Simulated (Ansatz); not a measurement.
Reaction (redistribution): `[SiH3]O[Si](Cl)(Cl)Cl` + `O=CB(F)F` → `FB(F)[Si](Cl)(Cl)Cl` + `O=CO[SiH3]`

Isolated molecules relaxed with PBE0-D4/def2-TZVP in Ansatz; ΔE leaves out vibrations. CBS: MP2 limit from def2 TZ/QZ plus the TZ coupled-cluster correction, frozen cores. Functionals use def2-TZVPP. B3LYP here is the variant with VWN-RPA as its local correlation; programs differ in this. Each species was taken in one conformer, which may not be the lowest.

`[SiH3]O[Si](Cl)(Cl)Cl`:

Z-matrix (Å, degrees):
```
Si
O 1 1.650
H 1 1.483 2 109.2
H 1 1.483 2 109.2 3 -120.5
H 1 1.480 2 107.3 3 119.8
Si 2 1.598 1 149.1 3 60.3
Cl 6 2.022 2 109.0 1 -180.0
Cl 6 2.029 2 110.2 1 -60.0
Cl 6 2.028 2 110.2 1 60.0
```

`O=CB(F)F`:

```xyz
6

O     1.552   -0.690    0.552
C     0.594   -0.558   -0.167
B    -0.557    0.518    0.150
F    -0.488    1.291    1.201
F    -1.588    0.627   -0.658
H     0.487   -1.188   -1.078
```

`FB(F)[Si](Cl)(Cl)Cl`:

Cartesian coordinates in Å:
```
F 1.387 0.958 1.498
B 0.296 0.958 0.768
F -0.506 1.995 0.857
Si -0.166 -0.589 -0.465
Cl 1.301 -1.996 -0.448
Cl -0.400 0.109 -2.363
Cl -1.911 -1.435 0.154
```

`O=CO[SiH3]`:

Z-matrix (Å, degrees):
```
Si
O 1 1.698
H 1 1.479 2 102.8
H 1 1.479 2 110.2 3 -118.2
H 1 1.479 2 110.2 3 118.2
C 2 1.330 1 117.6 3 180.0
O 6 1.198 2 124.3 1 0.0
H 6 1.099 2 111.4 1 -180.0
```

```json
{"level": "B3LYP-D4", "ΔE (kJ/mol)": "97.8"}
{"level": "HF/def2-TZVPP", "ΔE (kJ/mol)": "121.1"}
{"level": "MP2/def2-TZVPP", "ΔE (kJ/mol)": "108.5"}
{"level": "SCS-MP2/def2-TZVPP", "ΔE (kJ/mol)": "112.1"}
```

Question: What does CCSD(T)/CBS give? (An estimate is asked.)

Answer: Ansatz gave: +108.3 kJ/mol. The listed levels differ from it by -10.5, 12.8, 0.2, 3.8 kJ/mol.

Largest T1 diagnostic among the species: 0.016.

From PBE to PBE0 (25 % exact exchange), in def2-TZVPP and without D4, ΔE moves by +14.0 kJ/mol. In def2-TZVPP, CCSD(T) changes the Hartree–Fock value by −15.8 kJ/mol (the triples alone add −5.6 kJ/mol) and MP2 by −12.7 kJ/mol.
